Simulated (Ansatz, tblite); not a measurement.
Compound nanocrystal family: gap (eV) at several levels, gas phase, relaxed structures; Ansatz, xTB through tblite. Core potentials for In in the def2 sets, no spin–orbit coupling. Levels of anions in sets without diffuse functions are rough. A dash marks a value that wasn't run or was left out as unsound. The structures are stationary points that may keep the symmetry of their start.

```tsv
species	state	geometry	GFN1-xTB	GFN2-xTB	PBE-D4/def2-SVP	PBE-D4/def2-TZVP	PBE0-D4/def2-SVP
B5N4H16⁻, cut from zinc blende, disc	singlet	r2SCAN-D4/def2-SVP	6.57	9.38	4.97	4.61	7.26
In14P14H34, cut from wurtzite	singlet	PBE-D4/def2-SVP	2.75	2.81	3.29	3.21	4.91
B9As8H24⁻, cut from wurtzite, rod	singlet	r2SCAN-D4/def2-SVP	4.71	4.64	4.05	3.90	5.87
Ga13As13H30, cut from zinc blende	singlet	PBE-D4/def2-SVP	3.68	3.83	3.60	–	5.24
Ga8P7H24⁻, cut from zinc blende, rod	singlet	r2SCAN-D4/def2-SVP	4.23	2.82	3.60	3.37	5.44
B9N9H24, cut from wurtzite	singlet	PBE-D4/def2-SVP	7.21	9.58	5.74	5.24	8.04
```

(1) Estimate the column for PBE0-D4/def2-TZVP.

(1) B5N4H16⁻, cut from zinc blende, disc 6.74; In14P14H34, cut from wurtzite 4.82; B9As8H24⁻, cut from wurtzite, rod 5.65; Ga8P7H24⁻, cut from zinc blende, rod 5.17; B9N9H24, cut from wurtzite 7.37.
